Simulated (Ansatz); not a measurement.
```xyz
11

F    -1.105   -1.044   -1.362
C    -0.911    0.292   -1.047
C     0.431    0.474   -0.378
Si    0.690   -0.568    1.156
Cl   -0.836   -0.176    2.486
H    -0.977    0.859   -1.980
H    -1.727    0.597   -0.386
H     1.239    0.247   -1.083
H     0.546    1.525   -0.092
H     1.965   -0.185    1.810
H     0.685   -2.021    0.876
```

The species carries charge 0 and has multiplicity 1.

Problem. List the PBE0/def2-TZVPP orbital energies in eV (Ansatz). (Best estimate.)

Solution. Ansatz gave: Occupied: -2767.29, -1803.47, -673.67, -280.45, -278.52, -259.15, -197.42, -197.30, -197.30, -145.72, -100.44, -100.35, -100.34, -33.46, -23.11, -21.77, -18.08, -14.95, -14.32, -13.98, -13.15, -11.88, -10.83, -10.69, -10.42, -9.92, -9.58, -8.87, -8.71. Lowest empty: 0.27, 0.92, 1.52, 1.68, 1.96, 2.24, 2.79, 3.01.
